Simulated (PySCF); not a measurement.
CH9BN2.
Z-matrix (Å and degrees, PBE0-D3(BJ)/def2-SVP geometry), rows numbered from 1:
```
C 
N   1  1.4593
B   2  1.6768  1  116.06
N   3  1.4930  2  105.20  1   179.29
H   1  1.0979  2  108.65  3   -58.56
H   1  1.1002  2  112.52  3   179.91
H   1  1.0979  2  108.64  3    58.39
H   2  1.0213  1  111.87  3   121.08
H   2  1.0213  1  111.80  3  -121.18
H   3  1.2339  2  102.49  1   -59.31
H   3  1.2339  2  102.48  1    57.92
H   4  1.0137  3  115.16  2  -116.83
H   4  1.0137  3  115.22  2   116.81
```

Lines to be assigned: B 1s: 194.23 eV; C 1s: 292.32 eV; N 1s: 403.45 (area 1), 406.94 (area 1) eV.

Theory: PySCF 2.14.0, delta-SCF UKS SCAN, pcX-2 on the ionised atom, pcseg-1 elsewhere, spin-free X2C. The structure is a single PBE0-D3(BJ)/def2-SVP conformer in the gas phase; no vibrational or solvent corrections.

Assign the N 1s lines to atoms.

403.45 eV: N4 (boron-bound nitrogen); 406.94 eV: N2 (nitrogen bonded to B, C and 2 H). Lowest listed N 1s: N4, bonded to 2 H and B. Highest, 3.49 eV above it: N2, bonded to C, 2 H and B. Summing the Pauling electronegativity differences to the bonded atoms, each weighted by its formal bond order, gives -2.68 for the lowest site and -3.17 for the highest; the largest sum, -2.68, belongs to N4, 3.49 eV below the top. The smallest sum, -3.17, belongs to N2, 3.49 eV above the lowest.

Bonded neighbours of each site: C1: N and 3 H; N2: C, 2 H and B; B3: 2 N and 2 H; N4: 2 H and B.

Which photon energy gives electrons from N 1s of N4 a kinetic energy of 100 eV, and what is their de Broglie wavelength?

hν = 403.45 + 100 = 503.45 eV, recoil neglected; λ = 12.264 Å/√(E/eV) = 1.23 Å.
